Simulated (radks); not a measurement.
The sulfur anion S-, 17 electrons, occupied as [Ne] 3s2 3p5. Method: non-relativistic Kohn-Sham, LDA (Slater exchange, Perdew-Wang correlation), spin-unpolarised, spherical densities, point nucleus; Watson sphere of charge +1.05 and radius 3.88 bohr; computed with a radial shooting solver on a logarithmic mesh with Libxc functionals.

Local quantities along the radius. ELF = 1/(1 + alpha^2) is the electron localisation function; alpha = (tau - tau_W)/tau_unif compares the Pauli kinetic energy density with that of the uniform gas.

```
   r/bohr * ELF (the largest magnitude, 1, reaches the edge; | marks zero)
 0.007521 |                                                      *
 0.008548 |                                                      *
 0.009715 |                                                      *
  0.01095 |                                                      *
  0.01245 |                                                      *
  0.01404 |                                                      *
  0.01595 |                                                      *
  0.01813 |                                                      *
  0.02044 |                                                      *
  0.02324 |                                                      *
  0.02641 |                                                      *
  0.02978 |                                                      *
  0.03384 |                                                      *
  0.03816 |                                                      *
  0.04337 |                                                      *
  0.04929 |                                                      *
  0.05557 |                                                     *
  0.06316 |                                                     *
  0.07121 |                                                    *
  0.08094 |                                                  *
  0.09199 |                                             *
   0.1037 |                                      *
   0.1179 |                           *
    0.134 |                 *
   0.1511 |             *
   0.1717 |            *
   0.1936 |              *
     0.22 |                     *
   0.2501 |                              *
   0.2819 |                                      *
   0.3204 |                                           *
   0.3642 |                                             *
   0.4106 |                                              *
   0.4667 |                                              *
   0.5262 |                                            *
    0.598 |                                      *
   0.6797 |                        *
   0.7664 |          *
    0.871 |    *
   0.9821 |     *
    1.116 |             *
    1.269 |                              *
     1.43 |                                         *
    1.626 |                                             *
    1.848 |                                              *
    2.083 |                                             *
    2.368 |                                           *
     2.67 |                                        *
    3.034 |                                   *
    3.448 |                            *
    3.888 |                     *
    4.419 |             *
    5.022 |       *
    5.663 |   *
    6.436 |*
    7.257 *
    8.248 *
```

On this mesh the ELF has minima near r = 0.17, 0.87 bohr, which separate the shells, and maxima near 0.41 (0.86), 1.8 (0.85).

Self-consistent cycle (total energy in hartree, residual of the potential): 1: -400.812814, 2e+00; 2: -401.291318, 1e+00; 3: -401.394581, 3e-01; 4: -401.398325, 4e-02; 5: -401.398526, 2e-03; 6: -401.398527, 1e-03; 7: -401.398527, 2e-05; 8: -401.398527, 2e-05; 9: -401.398527, 4e-06; 10: -401.398527, 5e-07; 11: -401.398527, 4e-07; 12: -401.398527, 4e-09; 13: -401.398527, 3e-09.
